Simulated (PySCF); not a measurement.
Species: MoOCl3 (doublet state).
Bonds: Mo1–O2, Mo1–Cl3, Mo1–Cl4, Mo1–Cl5.

Method used: PBE0-D3(BJ)/def2-SVP geometry optimisation, gas phase, def2 core potentials past Kr (PySCF 2.14.0).

Problem. What internal coordinates does the optimisation give?

Solution. 
| bond | length (Å) |
| --- | --- |
| Mo1–O2 | 1.642 |
| Mo1–Cl3, Mo1–Cl4, Mo1–Cl5 | 2.259 |

Bonds in one row agree within 0.01 Å and their mean is given. A selection of angles:
| angle | degrees |
| --- | --- |
| O2–Mo1–Cl3 | 116.0 |
| O2–Mo1–Cl5 | 103.6 |
| Cl3–Mo1–Cl4 | 113.9 |
| Cl3–Mo1–Cl5 | 103.3 |
| Cl4–Mo1–Cl5 | 101.9 |

Mo1 (molybdenum bonded to 3 Cl and O) is distorted tetrahedral (angles from 101.9° to 116.0°).

Stationary, but not proved a minimum. ⟨S²⟩ = 0.755 (exact for a doublet: 0.75).

The run took 2.8 min wall on one thread, x86-64 server, shared host. These figures are those of the optimisation.

Caution for open-shell metal species: one SCF solution and one stationary point were followed, and a lower state or a bent or distorted shape isn't ruled out.
